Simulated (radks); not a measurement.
Results of a calculation; reference values are marked as such.
Spherical quantum dot in the effective-mass picture: electrons in a hard-walled sphere of radius 3.6, all in effective atomic units (hartree* = m*/eps^2 hartree, bohr* = eps/m* bohr), one dielectric constant everywhere. Level of theory: non-relativistic Kohn-Sham, PBE, spin-polarised, spherical densities (a radial shooting solver with Libxc functionals). Levels are named by radial order and angular momentum (1s, 1p, 1d, 2s, ...), and open shells are averaged over m. Results are scaled to m* = 0.041 and eps = 8.9, for which hartree* = 14.08 meV and bohr* = 11.49 nm.

N = 16, configuration 1s2 1p6 1d(up 5, down 3). This is the lowest configuration that the search found. Occupied and some empty levels:

| level | occupation | eigenvalue (meV) | <r> (nm) |
|---|---|---|---|
| 1s up | 1 | 85.507 | 26.83 |
| 1s down | 1 | 85.917 | 26.73 |
| 1p up | 3 | 88.629 | 28.19 |
| 1p down | 3 | 89.068 | 28.14 |
| 1d up | 5 | 93.837 | 29.29 |
| 1d down | 3 | 94.298 | 29.27 |
| 1f up | 0 | 100.84 | 30.18 |
| 1f down | 0 | 101.31 | 30.17 |
| 2s up | 0 | 104.17 | 18.88 |
| 2s down | 0 | 104.36 | 18.88 |
| 2p up | 0 | 113.66 | 21.79 |
| 2p down | 0 | 113.92 | 21.77 |

Energy (meV): total 820.245, kinetic 250.79, external 0, Hartree 664.89, exchange-correlation -95.438.
